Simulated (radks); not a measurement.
Results of a calculation; reference values are marked as such.
Q: The silver ion Ag3+, configuration [Kr] 4d8. Level of theory: Dirac Kohn-Sham, XLYP, spin-unpolarised, spherical densities, finite nucleus; open shells fill j = l - 1/2 first; Fermi nuclear charge, rms radius 4.5454 fm (a radial shooting solver on a logarithmic mesh with Libxc functionals).

Spin-orbit splittings of the eigenvalues, e(l+1/2) - e(l-1/2), with zeta = 2 splitting/(2l+1) and mean radii in bohr:

| shell | occ. | splitting (eV) | zeta (eV) | <r> j=l-1/2 | <r> j=l+1/2 |
|---|---|---|---|---|---|
| 2p | 6 | 175.4 | 117.0 | 0.1141 | 0.1192 |
| 3p | 6 | 30.96 | 20.64 | 0.3600 | 0.3709 |
| 3d | 10 | ? | ? | 0.3437 | 0.3472 |
| 4p | 6 | 5.247 | 3.498 | 0.9663 | 0.9957 |
| 4d | 8 | 0.6694 | 0.2678 | 1.245 | 1.259 |

Estimate the 3d splitting.

A: 6.237 eV (zeta = 2.495 eV).
